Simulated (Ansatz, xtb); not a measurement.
Relative energy of two isomers of C3H6F4Si

Structure I is `C[Si](C)(F)C(F)(F)F`, a singlet and structure II is `C[SiH](F)CC(F)(F)F`, a singlet. Both are isolated molecules in the gas phase, relaxed with B3LYP-D3(BJ)/def2-SVP; each stands in its lowest conformer found.

Problem. Estimate which is lower in electronic energy at CCSD(T)/def2-SVP + ΔMP2/def2-TZVPP, and by roughly how much.

Solution. CCSD(T)/def2-SVP + ΔMP2/def2-TZVPP gives E(II) − E(I) = −3.68 kJ/mol, slightly favouring structure II, which is too small a margin to settle the true order.

How the difference moves with the method:

```json
{"level": "GFN2-xTB", "geometry": "GFN2-xTB", "E(II) − E(I) (kJ/mol)": "−60.84", "departure from the last row (kJ/mol)": "−57.16", "job, with rough time for the two": "optimisation, 0.33 s"}
{"level": "HF/STO-3G", "geometry": "GFN2-xTB", "E(II) − E(I) (kJ/mol)": "+17.42", "departure from the last row (kJ/mol)": "+21.10", "job, with rough time for the two": "single point, 0.77 s"}
{"level": "r2SCAN-D4/def2-SVP", "geometry": "GFN2-xTB", "E(II) − E(I) (kJ/mol)": "−7.22", "departure from the last row (kJ/mol)": "−3.54", "job, with rough time for the two": "single point, 5.6 s"}
{"level": "B3LYP-D3(BJ)/def2-SVP", "geometry": "B3LYP-D3(BJ)/def2-SVP", "E(II) − E(I) (kJ/mol)": "−5.92", "departure from the last row (kJ/mol)": "−2.24", "job, with rough time for the two": "optimisation, 64 s"}
{"level": "HF/def2-SVP", "geometry": "B3LYP-D3(BJ)/def2-SVP", "E(II) − E(I) (kJ/mol)": "−18.50", "departure from the last row (kJ/mol)": "−14.82", "job, with rough time for the two": "part of the CCSD(T) run"}
{"level": "MP2/def2-SVP", "geometry": "B3LYP-D3(BJ)/def2-SVP", "E(II) − E(I) (kJ/mol)": "−16.23", "departure from the last row (kJ/mol)": "−12.54", "job, with rough time for the two": "part of the CCSD(T) run"}
{"level": "CCSD(T)/def2-SVP", "geometry": "B3LYP-D3(BJ)/def2-SVP", "E(II) − E(I) (kJ/mol)": "−17.01", "departure from the last row (kJ/mol)": "−13.33", "job, with rough time for the two": "single point"}
{"level": "CCSD(T)/def2-SVP + ΔMP2/def2-TZVPP", "geometry": "B3LYP-D3(BJ)/def2-SVP", "E(II) − E(I) (kJ/mol)": "−3.68", "departure from the last row (kJ/mol)": "", "job, with rough time for the two": "single point, 2.2 min"}
```

As drawn, II has 1 C–C, 1 Si–H in place of 1 C–Si, 1 C–H.

The largest departure from CCSD(T)/def2-SVP + ΔMP2/def2-TZVPP is that of GFN2-xTB, 57.16 kJ/mol. The last row adds to CCSD(T) the change of the MP2 difference between the two basis sets, here +13.33 kJ/mol, a large step that makes the value less sure.

With thermal terms from frequencies at re-optimised GFN2-xTB minima (ideal gas, soft modes damped towards free rotors, one conformer each, 298.15 K, 1 atm): the zero-point term adds −1.30 kJ/mol; ΔH is −7.69 and ΔG −1.53 kJ/mol.

The correlated steps freeze 12 core orbitals. Run with Ansatz 0.2.0, xtb 6.7.1; the last row on 2 threads of Intel(R) Xeon(R) Platinum 8488C (Sapphire Rapids) on a shared host.
